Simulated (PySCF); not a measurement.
## Calcium: a sound run and one with changed settings

Sound run: Ca²⁺ [Ar], Ca³⁺ [Ne] 3s2 3p5. Calculation: PySCF 2.14, in x2c-TZVPall; the spin-free X2C one-electron Hamiltonian (Gaussian nucleus). In the sound run the correlated levels freeze [Ne] 3s2. The sound run starts from symmetry-adapted Hartree-Fock orbitals and uses a fine grid where one is needed.

Changed run: all electrons correlated in a basis built for the valence shell.

```
species   method  sound run (hartree)  changed run (hartree)  converged
   Ca²⁺      MP2           -679.14980             -679.19161        yes
   Ca²⁺  CCSD(T)           -679.16616             -679.20828        yes
   Ca³⁺      MP2           -677.27660             -677.33135        yes
   Ca³⁺  CCSD(T)           -677.29346             -677.35411        yes
```

Ionisation energy of Ca²⁺:

```json
{"method": "UHF", "sound run (eV)": "49.752", "changed run (eV)": "49.752"}
{"method": "MP2", "sound run (eV)": "50.972", "changed run (eV)": "50.620"}
{"method": "SCS-MP2", "sound run (eV)": "50.904", "changed run (eV)": "50.507"}
{"method": "CCSD", "sound run (eV)": "50.941", "changed run (eV)": "50.439"}
{"method": "CCSD(T)", "sound run (eV)": "50.959", "changed run (eV)": "50.455"}
```

A valence basis has no tight correlating functions, so it recovers only part of the core correlation, and not evenly between atom and ion.

For comparison, NIST gives 50.913 eV between the lowest levels.
